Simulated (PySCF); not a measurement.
## Ionisation energy of Br by level of theory

Br [Ar] 3d10 4s2 4p5 (2P) → Br⁺ [Ar] 3d10 4s2 4p4 (3P), as a difference of total energies. All numbers are calculated (PySCF 2.14, a scalar-relativistic core potential, in aug-cc-pVQZ-PP with ECP10MDF). Correlated levels: valence: 3s2 3p6 3d10 frozen. The calculations carry no spin-orbit coupling.

```
           method  ionisation energy (eV)
              UHF                  10.708
              LDA                  12.026
             PBE0                  11.763
           r2SCAN                  11.830
           B2PLYP                  11.755
             BP86                  11.903
            wB97X                  11.804
    MP2 (valence)                  11.673
SCS-MP2 (valence)                  11.690
```

Problem. Estimate what PBE gives.

Solution. 11.748 eV, closest to B2PLYP among the rows shown.

Problem. Estimate what M06-L gives.

Solution. 11.549 eV, closest to MP2 (valence) among the rows shown.

Errors of the correlated levels include the incompleteness of this basis and the frozen core.

For comparison: 11.844 eV (measured; NIST levels, between the centres of gravity of the two terms).
